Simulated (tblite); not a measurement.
Species: C₅H₁₃FSi.
SMILES with atom numbers: `[CH3:1][CH:2]([CH3:3])[CH2:4][CH2:5][SiH2:6][F:7]` (hydrogens: H8, H9, H10 on C1; H11 on C2; H12, H13, H14 on C3; H15, H16 on C4; H17, H18 on C5; H19, H20 on Si6)

A start from a force field or distance geometry was refined with tblite 0.8.0, GFN2-xTB geometry optimisation, gas phase. Values at the start:

```csv
coordinate,start
C1–C2,1.499 Å
C1–H8,1.117 Å
C2–C4,1.516 Å
C2–H11,1.106 Å
C4–C5,1.506 Å
C4–H15,1.106 Å
C5–Si6,1.857 Å
C5–H17,1.103 Å
Si6–F7,1.687 Å
Si6–H19,1.461 Å
C1–C2–C3,107.9°
C1–C2–C4,111.9°
C2–C4–C5,114.1°
C3–C2–C4,109.3°
C4–C5–Si6,110.2°
C5–Si6–F7,107.8°
C1–C2–C4–C5,-60°
C2–C4–C5–Si6,-60°
C4–C5–Si6–F7,98°
```

How do these coordinates change at the GFN2-xTB level?

```json
{"coordinate": "Si6–F7", "GFN2-xTB (Å or °)": "1.615", "change": "-0.072"}
{"coordinate": "C5–Si6", "GFN2-xTB (Å or °)": "1.899", "change": "+0.042"}
{"coordinate": "C1–H8", "GFN2-xTB (Å or °)": "1.086", "change": "-0.031"}
{"coordinate": "C1–C2", "GFN2-xTB (Å or °)": "1.526", "change": "+0.027"}
{"coordinate": "C4–C5", "GFN2-xTB (Å or °)": "1.531", "change": "+0.025"}
{"coordinate": "C2–C4", "GFN2-xTB (Å or °)": "1.532", "change": "+0.016"}
{"coordinate": "C4–H15", "GFN2-xTB (Å or °)": "1.093", "change": "-0.013"}
{"coordinate": "C5–H17", "GFN2-xTB (Å or °)": "1.092", "change": "-0.011"}
{"coordinate": "C2–H11", "GFN2-xTB (Å or °)": "1.096", "change": "-0.010"}
{"coordinate": "Si6–H19", "GFN2-xTB (Å or °)": "1.457", "change": "-0.004"}
{"coordinate": "C4–C5–Si6", "GFN2-xTB (Å or °)": "115.5", "change": "+5.3"}
{"coordinate": "C1–C2–C3", "GFN2-xTB (Å or °)": "110.0", "change": "+2.1"}
{"coordinate": "C5–Si6–F7", "GFN2-xTB (Å or °)": "108.8", "change": "+1.0"}
{"coordinate": "C2–C4–C5", "GFN2-xTB (Å or °)": "114.6", "change": "+0.5"}
{"coordinate": "C3–C2–C4", "GFN2-xTB (Å or °)": "109.7", "change": "+0.4"}
{"coordinate": "C1–C2–C4", "GFN2-xTB (Å or °)": "111.8", "change": "-0.1"}
{"coordinate": "C4–C5–Si6–F7", "GFN2-xTB (Å or °)": "85", "change": "-13"}
{"coordinate": "C1–C2–C4–C5", "GFN2-xTB (Å or °)": "-63", "change": "-3"}
{"coordinate": "C2–C4–C5–Si6", "GFN2-xTB (Å or °)": "-58", "change": "+2"}
```

The energy falls by 51.0 kJ/mol over 89 L-BFGS steps, the largest force on an atom goes from 1.97 to 0.008 eV/Å, and the atoms move by 0.364 Å rms after alignment. The bond that changes most is Si6–F7 (fluorine-bound silicon to silicon-bound fluorine), which shortens by 0.072 Å. Bonds longer at the end by more than 0.005 Å: 5 of 19; shorter: 13. Among the dihedrals that turn most is H9–C1–C2–C4, from -125° to -175°. Rotational constants go from 3329, 1219, 1087 to 3289, 1165, 1049 MHz.

Time: 1.1 s wall. Hardware: one thread, Arm Neoverse N1 (aarch64), shared host with 64 logical CPUs at a one-minute load of 61.

Its GFN2-xTB frequencies are all real (lowest 49 cm⁻¹). The numbers are those of one conformer. 3 starts were optimised and ended at 0.00, 0.10 and 0.15 kcal/mol (GFN2-xTB); the lowest of these is shown.

The numbers are calculated, not measured.
